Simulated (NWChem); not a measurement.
System: CH3FN2Zn; SMILES [NH]1->[Zn]([NH]C=1)[F]

The following NWChem deck was run.

```
start job
memory heap 200 mb stack 900 mb global 1100 mb
geometry units angstroms noautoz
  Zn     0.001200    -0.498955     0.000000
  F     -0.001980    -2.243940     0.000000
  C     -0.001539     1.890804     0.000000
  N     -0.000495     1.168645    -1.109597
  N     -0.000495     1.168645     1.109597
  H     -0.003307     2.985753     0.000000
  H     -0.000856     1.648191    -1.999580
  H     -0.000856     1.648191     1.999580
end
basis spherical
  Zn library def2-svp
  F library def2-svp
  C library def2-svp
  N library def2-svp
  H library def2-svp
end
dft
  xc rpbe cpbe96
  iterations 150
  mulliken
end
task dft energy
```

The geometry was optimised at B3LYP/6-31G* (spherical d).

**Question.** What results follow from this input? (RPBE/def2-SVP.) Quantities: energy (Ha); highest occupied level (eV); orbital gap (eV); dipole (D).

**Answer.** 
```yaml
energy (Ha): -2028.17
highest occupied level (eV): -5.42
orbital gap (eV): 4.72
dipole (D): 4.55
```
